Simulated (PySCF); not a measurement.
BHandHLYP single point of singlet H₂Te at its PBE0 minimum.

Input, equivalent to the run apart from its starting density:

```python
from pyscf import gto, scf, dft
mol = gto.M(atom='''
Te     0.000000     0.000000    -0.017892
H      1.172937    -0.000000     1.153113
H     -1.172937     0.000000     1.153113''',
    basis={'Te': 'x2c-TZVPall', 'H': 'x2c-TZVPall'},
    nucmod='G',
    charge=0, spin=0)
mf = dft.RKS(mol, xc='BHANDHLYP')
mf.grids.atom_grid = (75, 302)
aux = {'Te': 'AutoAux', 'H': 'AutoAux'}  # AutoAux: made from the orbital basis by basis_set_exchange (get_aux=1)
mf = mf.density_fit(auxbasis=aux).sfx2c1e()
mf.conv_tol = 1e-08
mf.diis_space = 10
mf.max_cycle = 60
mf.verbose = 4
mf.kernel()
```

Excerpt of the output:

```
init E= -6794.90257495133
  HOMO = -0.26956116748342  LUMO = 0.0127755391442918  gap/eV = 7.68277
cycle= 1 E= -6794.90347475525  delta_E= -0.0009  |g|= 0.012  |ddm|= 0.0831
  HOMO = -0.273395556262189  LUMO = 0.0109658056796433  gap/eV = 7.73787
cycle= 2 E= -6794.90349979802  delta_E= -2.5e-05  |g|= 0.00593  |ddm|= 0.0265
  HOMO = -0.272176659006058  LUMO = 0.0117237727032813  gap/eV = 7.72532
cycle= 3 E= -6794.90350587026  delta_E= -6.07e-06  |g|= 0.00262  |ddm|= 0.0102
  HOMO = -0.272323271830439  LUMO = 0.0116705958126047  gap/eV = 7.72787
cycle= 4 E= -6794.90350663529  delta_E= -7.65e-07  |g|= 0.000321  |ddm|= 0.00224
  HOMO = -0.272379993917073  LUMO = 0.0116596595160177  gap/eV = 7.72911
cycle= 5 E= -6794.90350666212  delta_E= -2.68e-08  |g|= 0.000116  |ddm|= 0.000472
  HOMO = -0.272387894395336  LUMO = 0.011657862142329  gap/eV = 7.72928
cycle= 6 E= -6794.90350666443  delta_E= -2.31e-09  |g|= 2.25e-05  |ddm|= 0.000138
  HOMO = -0.272383557260976  LUMO = 0.0116605647648913  gap/eV = 7.72923
Extra cycle  E= -6794.90350666449  delta_E= -6.09e-11  |g|= 2.14e-05  |ddm|= 4.27e-05
converged SCF energy = -6794.90350666449
```

This run, together with those of the ionised and electron-attached species (not shown), took 4.3 s on 2 threads of a shared Intel Xeon Platinum 8488C (Sapphire Rapids) host, with 72 basis functions; the process peaked at 0.7 GiB.
